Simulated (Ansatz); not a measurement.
```yaml
crystal:
  periodic: [false, false, false]
  atoms:
    - {symbol: Ag, position_ang: [1.390021, -0.635957, 0.366786]}
    - {symbol: H, position_ang: [1.649071, 1.180608, 0.157475]}
    - {symbol: Ag, position_ang: [-0.115767, 1.548432, -0.245141]}
    - {symbol: H, position_ang: [-1.798657, 0.823158, -0.474663]}
    - {symbol: Ag, position_ang: [-1.274256, -0.912473, -0.121649]}
    - {symbol: H, position_ang: [0.149589, -2.003767, 0.317181]}
basis:
  gaussian: {orbitals: def2-SVPD}
hamiltonian: {xc: {name: BLYP}}
scf: {lower_state_search: light}
output: {forces: true}
```

```sh
$ ansatz run in.yaml --threads 4 --pin off --events-out ev --progress --plain --max-ram 3916MiB
```

Shortened log:

```
Functional definition: BLYP
1032 factors; their error is unknown
mean field evaluation 1: about -12038.9059 eV, gradient 3.9e1 eV
mean field evaluation 2: about -12023.4659 eV, gradient 9.8e1 eV
mean field evaluation 4: about -12042.7708 eV, gradient 2.9e0 eV
mean field evaluation 8: about -12042.7960 eV, gradient 1.7e-2 eV
mean field evaluation 16: about -12042.7744 eV, gradient 5.4e-5 eV
mean field -12042.77435058 eV, -442.5637944980 hartree, gradient 5.4e-5 eV, S^2 0.000000; 0 other end points of the search recorded, 0 dependent functions left out
reference -12042.77467050 eV, -442.5638062550 hartree; 30, 30 occupied and 96, 96 virtual orbitals, 1032 factors
Total energy: -12042.77467050 eV, -442.5638062550 hartree
Atom 0 at     1.390021    -0.635957     0.366786 Å, force     0.315095    -0.144875     0.083252 eV/Å
Atom 1 at     1.649071     1.180608     0.157475 Å, force     0.080091     0.057952     0.007557 eV/Å
Atom 2 at    -0.115767     1.548432    -0.245141 Å, force    -0.025610     0.351376    -0.055499 eV/Å
Atom 3 at    -1.798657     0.823158    -0.474663 Å, force    -0.087895     0.039672    -0.023110 eV/Å
Atom 4 at    -1.274256    -0.912473    -0.121649 Å, force    -0.289465    -0.206507    -0.027752 eV/Å
Atom 5 at     0.149589    -2.003767     0.317181 Å, force     0.007783    -0.097618     0.015551 eV/Å
Dipole moment:     0.000002    -0.000001     0.000001 e Å
```

It took 1.5 s on 4 threads of Intel Xeon on a shared host.

In the def2 sets Ag takes a core potential; there is no spin–orbit coupling.
